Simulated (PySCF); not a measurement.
**Dipole moment and polarisability of `C=C=C[Si](Cl)(Cl)Cl`**

C₃H₃Cl₃Si.
SMILES with atom numbers: `[CH2:1]=[C:2]=[CH:3][Si:4]([Cl:5])([Cl:6])[Cl:7]` (hydrogens: H8, H9 on C1; H10 on C3)

Cartesian coordinates in Å at the GFN2-xTB level; atoms count from 1:
```
atom  x, y, z in Å
C1     2.2558    0.1458   -0.1559
C2     1.0810   -0.2260    0.2280
C3    -0.1201   -0.5724    0.5895
Si4   -1.6937    0.1516   -0.1545
Cl5   -3.2628   -0.9140    0.5461
Cl6   -1.9202    2.0925    0.3752
Cl7   -1.6446    0.0408   -2.1741
H8     2.7757    0.9589    0.3226
H9     2.7727   -0.3496   -0.9606
H10   -0.2350   -1.3230    1.3611
```

Level: CAM-B3LYP/def2-SVPD (PySCF), static field, nuclei fixed, core orbitals frozen in the response. The polarisability tensor in these axes (au):

```
x   128.69   7.26  -7.86
y     7.26  87.40  -0.84
z    -7.86  -0.84  87.34
```

**Question.** What are the eigenvalues, a third of the trace, and Δα (Δα² = ½Σ(αi − αj)² over the three pairs)?

**Answer.** Principal values 85.54, 86.55 and 131.34 au; mean 101.14 au = 14.99 Å³ = 16.68 × 10⁻⁴⁰ C²·m²/J; Δα = 45.31 au (45 % of the mean).

**Question.** What is the dipole moment, and where does it point?

**Answer.** (1.98, -0.46, 0.46) D, 2.08 D in size, pointing from the negative to the positive side. Measured along this direction, the outermost atoms are Cl5 at the negative end and H9 and H8 at the positive end.

**Question.** Molar refractivity from α?

**Answer.** Lorentz–Lorenz: R = (4π/3)N_A α = 2.5225 cm³/(mol·Å³) × 14.99 Å³ = 37.8 cm³/mol, in the limit of long wavelengths.

**Question.** Give the principal axes and the span of the nuclei along them.

**Answer.** Largest value along (0.97, 0.16, -0.18), where the nuclei span 6.22 Å; middle along (-0.02, 0.79, 0.61), 3.19 Å; least along (0.24, -0.59, 0.77), 3.87 Å. The strongest response lies along the longest span, while the other two are in reverse order.

**Question.** Rayleigh depolarisation ratio (linearly polarised light, static tensor)?

**Answer.** ρ = 3Δα²/(45ᾱ² + 4Δα²) = 6159.1/(460351 + 8212.1) = 0.0131.

Isolated species at its GFN2-xTB geometry, gas phase.
